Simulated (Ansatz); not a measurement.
Molecule (SMILES): F[C]F (closed-shell singlet).
Atoms: F1, C2, F3. Bonds: F1-C2, C2-F3.

Basis-set convergence of the optimised C2-F3 bond length at PBE with Ansatz (a quantum-chemistry and plane-wave program). All functions are spherical. The program fits the integrals of some runs and decomposes those of others, by size. No added dispersion term, no relativity. Reference: the value in def2-QZVPPD, 1.3176 Å, itself unsure by roughly 0.0003 Å (its mean distance from pcseg-3, def2-QZVPP, cc-pVQZ). Deviations are taken from unrounded values.

| basis | functions | optimised C2-F3 bond length (Å) | minus reference (Å) |
|---|---|---|---|
| pcseg-0 | 27 | 1.3803 | 0.0628 |
| pcseg-1 | 42 | 1.3259 | 0.0083 |
| aug-pcseg-1 | 69 | 1.3257 | 0.0081 |
| pcseg-2 | 90 | 1.3188 | 0.0012 |
| aug-pcseg-2 | 138 | 1.3184 | 0.0008 |
| pcseg-3 | 180 | 1.3175 | 0.0000 |

The smallest set listed that lies within 0.005 Å of the reference with all its larger relatives (same family, alike in diffuse functions; a set with none counts only in the reference's own line) is pcseg-2 (90 functions, 0.0012 Å off). Inside, with no larger relative to test it: aug-pcseg-2.
